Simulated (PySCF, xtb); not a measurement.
2-methylidene-3H-selenophene (C5H6Se), SMILES C=C1CC=C[Se]1.

xtb 6.7.1 with GFN2-xTB at its own geometry gives an orbital gap of 3.54 eV and a dipole moment of 2.24 D.

Geometry: PBE-D3(BJ)/def2-SVP. The values are those of a single conformer.

Problem. What does PBE/def2-TZVP in PySCF give? (The exact figures need the calculation; the answer reports its results.)

Solution. gap 3.46 eV (levels -4.70 and -1.23 eV), dipole 1.39 D.
